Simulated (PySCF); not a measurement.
# Two-component Hartree-Fock for Ni(2+) (nickel, charge +2)

Start: [Ar] 3d8; 3d3/2 filled at m_j = -3/2, -1/2, +1/2, +3/2; 3d5/2 filled at m_j = -1/2, +1/2, +3/2, +5/2. Calculated with PySCF 2.14 in x2c-QZVPPall-2c: generalised Hartree-Fock with the X2C-1e Hamiltonian and a Gaussian nucleus; one run each with spin-orbit coupling (SO) switched off, then screened by Boettger's factors.

```
spinor shell  electrons  ε, spin-free (eV)  ε, screened SO (eV)  weight of nominal j (screened SO)  rms radius, screened SO (bohr)
       1s1/2          2            -8422.3              -8422.2                              1.000                          0.0624
       2s1/2          2            -1070.2              -1070.1                              1.000                           0.265
       2p1/2          2            -919.47              -931.90                              0.999                           0.236
       2p3/2          4            -919.47              -913.37                              0.999                           0.239
       3s1/2          2            -155.39              -155.37                              1.000                           0.796
       3p1/2          2            -109.33              -113.20                              0.799                           0.841
       3p3/2          4            -109.33              -107.40                              0.899                           0.851
       3d3/2          4            -38.332              -38.272                              0.686                            1.08
       3d5/2          4            -38.332              -38.399                              0.731                            1.07
```

| quantity | spin-free | screened SO |
| --- | --- | --- |
| E (hartree) | -1518.25868 | -1518.29688 |
| M_J | 4 | 4 |
| ⟨J²⟩ | 20.007 | 20.007 |
| ⟨L²⟩ | 12.004 | 12.012 |
| ⟨S²⟩ | 2.002 | 2.002 |

Each row is a mean over spinors that exchange with the open shell spreads, by up to 10.884 eV (3p3/2).

Rows whose weight is well below 1 are mixtures of j = l ± 1/2: exchange outweighs spin-orbit coupling there, and the label is only the starting occupation.

Without spin-orbit coupling the j labels of p, d and f shells carry no meaning; the spin-free column gives the mean over the occupied spinors of each nl shell.
